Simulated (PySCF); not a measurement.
# Electron correlation in Lu(59+) (lutetium, charge +59)

[Ne] 3s2, closed-shell 1S. Computed with PySCF 2.14 in an even-tempered Gaussian basis (17 s from 16 bohr⁻², ratio 2.5; 12 p from 21 bohr⁻², ratio 2.5; 4 d from 77 bohr⁻², ratio 2.7; 4 f from 110 bohr⁻², ratio 2.7), with the spin-free X2C one-electron Hamiltonian (Gaussian nucleus). Frozen: 1s2; 10 electrons correlated; the 20 highest virtual orbitals of each spin left out.

| level | correlation energy (mhartree) |
| --- | --- |
| CCSD | -494.48 |
| (T) | -0.40 |
| CCSD(T) | -494.88 |

Diagnostics: T1 = 0.00011, D1 = 0.0003, largest double amplitude 0.035.

Cost of the coupled-cluster step: of the order of 6 core-seconds, for 10 correlated electrons.

Iterations:

```
CC2 = 0
CCSD nocc = 5, nmo = 80
frozen orbitals [0, 81, 82, 83, 84, 85, 86, 87, 88, 89, 90, 91, 92, 93, 94, 95, 96, 97, 98, 99, 100]
max_cycle = 100
direct = 0
conv_tol = 1e-08
conv_tol_normt = 1e-06
diis_space = 8
diis_start_cycle = 0
Init t2, MP2 energy = -10562.7418886944  E_corr(MP2) -0.47863261174916
Init E_corr(CCSD) = -0.478632611749163
cycle = 1  E_corr(CCSD) = -0.491636117080856  dE = -0.0130035053  norm(t1,t2) = 0.00807228
cycle = 2  E_corr(CCSD) = -0.493950195899584  dE = -0.00231407882  norm(t1,t2) = 0.00152497
cycle = 3  E_corr(CCSD) = -0.494480052283593  dE = -0.000529856384  norm(t1,t2) = 0.000291447
cycle = 4  E_corr(CCSD) = -0.494479991208265  dE = 6.10753282e-08  norm(t1,t2) = 1.08507e-06
cycle = 5  E_corr(CCSD) = -0.49447999138921  dE = -1.80945647e-10  norm(t1,t2) = 3.59119e-09
CCSD converged
E(CCSD) = -10562.75773607408  E_corr = -0.4944799913892102
CCSD(T) correction = -0.000402224873762634
```

At this charge the one-electron X2C treatment keeps the bare 1/r₁₂, with no two-electron picture change or Breit term. The effect here is smaller than on the frozen 1s shell; and a scalar Hamiltonian misses the large spin-orbit splitting of the p shells, which matters for ns² → np² pairs.
